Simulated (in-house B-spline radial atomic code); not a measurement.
The numbers below are computed, except where a source is named.
Building a PAW d channel for Tc, r_c = 1.39 bohr

Tc, [Kr] 4d5 5s2, non-relativistic PBE, spherical and spin-unpolarised, from an all-electron radial atomic-structure program (B-spline basis) (atomic units; all potentials screened as in the neutral atom).

Two all-electron partial waves φ1, φ2 are integrated outwards at E1 = ε(4d) = -0.264768 and E2 = E1 + 1.5 hartree; φ1 is the bound orbital and φ2 has unit norm inside r_c = 1.3941 bohr. Smooth partners are polynomials, r^3(a0 + a1 r² + a2 r⁴ + a3 r⁶), matched to φ and three derivatives at r_c, with no condition on the norm. The local potential is -17.4703 + (20.4476) r² + (-10.2341) r⁴ + (1.92283) r⁶ inside 1.1414 bohr and the all-electron one outside.

```
wave     φ(r_c)    φ'(r_c)        a0         a1        a2           a3
   1  0.8023698  -0.172083  1.827587  -1.581445  0.540407  -0.06799218
   2  0.6537224  -2.466374  3.814501  -3.813891  1.350564   -0.1719489
```

Inside r_c the overlaps are <φi φj> = [[0.40967, 0.62215], [0.62215, 1.00000]] and, for the smooth waves, [[0.36830, 0.53208], [0.53208, 0.80700]]. With χj = (Ej − T − V_local) applied to smooth wave j, the program's quadrature gives the matrix B_ij = <smooth i, χj> as [[0.17074, 0.22366], [0.35876, 0.54012]].

**Question.** Check the match of the first wave, and find the augmentation charges q_ij.

**Answer.** At r_c the four terms are 4.95176, -8.32767, 5.53068, -1.35240, which sum to 0.8024, φ1(r_c) to rounding. q_ij is the all-electron overlap less the smooth one: [[0.04136, 0.09007], [0.09007, 0.19300]]. The smooth first wave has a norm of 0.3683 inside r_c against 0.4097, and q11 > 0 puts back the missing charge.

**Question.** B isn't symmetric. Show that D_ij = B_ij + Ej q_ij is.

**Answer.** Integrating by parts gives B12 − B21 = (E1 − E2) q12: 0.22366 − (0.35876) = -0.13510, and −1.5 × (0.09007) = -0.13510. So D12 = 0.22366 + (1.235232)(0.09007) = 0.33492 and D21 = 0.35876 + (-0.264768)(0.09007) = 0.33492; D11 = 0.15979, D22 = 0.77851. The projectors, p = (B⁻¹)ᵀ χ, are dual to the smooth waves; det B = 0.012.

Solving (T + V_local + Σ p D p) ψ = E (1 + Σ p q p) ψ in a sphere of 9 bohr gives these levels:

```csv
all-electron,one projector,two projectors
-0.264757,-0.264757,-0.264757
0.109244,0.109094,0.109244
0.393576,0.392531,0.393575
0.834255,0.829920,0.834254
1.415820,1.401890,1.415820
```

**Question.** What does the second projector gain?

**Answer.** With one projector the errors are 0.00, -0.15, -1.04, -4.33, -13.93 millihartree. With two the errors are 0.00, 0.00, 0.00, 0.00, 0.00 millihartree. The scattering is exact at E1 and at E2 = 1.235, and over all levels compared the largest error is under 0.01 millihartree. The lowest eigenvalue of the overlap operator is 1 with one and 0.9619 with two projectors. The smooth orbital alone needs a cutoff of 24.5 hartree for 1 millihartree of kinetic energy, against 24.5 for a norm-conserving Troullier-Martins orbital of the same radius.
